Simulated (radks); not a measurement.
Values are calculated unless marked as measured or tabulated.
Orbital eigenvalues (eV) of the bromine ion Br+, [Ar] 3d10 4s2 4p4, at several levels of relativity; Dirac values are averaged over j with weights 2j + 1. Spin-unpolarised spherical Kohn-Sham, PBE, point nucleus unless stated (finite: rms radius 4.1629 fm), a radial shooting solver on a logarithmic mesh with Libxc functionals. A level marked "c x" has the speed of light scaled by that factor and shares open shells by 2j + 1; other Dirac levels either fill j = l - 1/2 first or share by 2j + 1.

shell  non-rel.  scalar-rel.  scalar-rel., finite nucleus  Dirac, c x 0.85  change of magnitude, last against first (%)
1s       -13099       -13330                       -13329           -13416                                        +2.42
2s      -1692.8      -1744.4                      -1744.4          -1764.1                                        +4.21
2p      -1527.0      -1539.9                      -1539.9          -1544.5                                        +1.14
3s      -240.85      -249.29                      -249.29          -252.59                                        +4.87
3p      -182.85      -184.71                      -184.71          -185.45                                        +1.42
3d      -79.520      -77.917                      -77.917          -77.246                                        -2.86
4s      -29.614      -30.395                      -30.395          -30.704                                        +3.68
4p      -17.482      -17.471                      -17.471          -17.472                                        -0.06
